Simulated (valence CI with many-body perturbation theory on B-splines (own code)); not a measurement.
**Tb58+: key properties**

Calculated by valence CI with perturbative core correlation (CI+MBPT): five valence electrons over a frozen Dirac-Fock core [He], radial functions for each j: 11 s, 11 p, 10 d, 8 f, 5 g, 2 h, with the one-electron correlation potential Σ1 (screened to all orders), the two-electron term Σ2, the three-electron term Σ3, Breit, model QED; selected single and double excitations, second order for the rest, scaled by the run's own slope (own B-spline code, finite nucleus).

No measured spectrum was set against this ion. As an estimate, large intervals hold to a few tenths of a per cent, small ones and those within an open d or f shell to about a per cent. Among the levels kept, up to 7300 cm⁻¹ of a level comes from second order outside the variational space, and about a tenth of that is noise between levels of different J, which matters for small intervals.

Levels are named by their leading jj configuration (3d3/2^4 stands for four electrons in 3d with j = 3/2), which in mixed levels can hold well under half, so a name can repeat and another be missing.

Rates and lifetimes use the calculated energies. Strong lines usually hold to 10 to 20 %, long lifetimes can be off by a factor of two.

What is the ground level?

(2s^2 2p1/2^2 2p3/2) J=3/2, composition 48 % 2s²2p³ ²P° + 27 % 2s²2p³ ²D° + 25 % 2s²2p³ ⁴S°, g = 1.329.

Among levels below 9343.2 eV, which E1 lines absorb most strongly from the ground level?

to (2s^2 2p1/2^2 3d5/2) J=5/2 at 0.1715 nm, f = 0.544; to (2s^2 2p1/2 2p3/2 3d3/2) J=5/2 at 0.1557 nm, f = 0.488; to (2s^2 2p1/2 2p3/2 3d3/2) J=3/2 at 0.1556 nm, f = 0.222.

What is the ionisation energy?

12564 eV; NIST lists 12563 ± 6 eV (theoretical).

Name the longest-lived excited levels whose lifetime is computed, and their main decay.

(2s^2 2p1/2 2p3/2^2) J=5/2 at 782.0 eV lives 1.39 ns, mostly by M1 to (2s^2 2p1/2^2 2p3/2) J=3/2; (2s^2 2p1/2 2p3/2^2) J=1/2 at 824.3 eV lives 404 ps, mostly by M1 to (2s^2 2p1/2^2 2p3/2) J=3/2; (2s^2 2p1/2 2p3/2^2) J=3/2 at 759.7 eV lives 237 ps, mostly by M1 to (2s^2 2p1/2^2 2p3/2) J=3/2.

How well does LS coupling describe the low levels?

Among the lowest 20 levels the leading LS term, summed over configurations, holds 63 % on average. For single configurations the figures are 63 % in LS and 100 % in jj coupling. Terms mix most in the J = 3/2 level at 7079.3 eV, where the leading one holds 34 %.
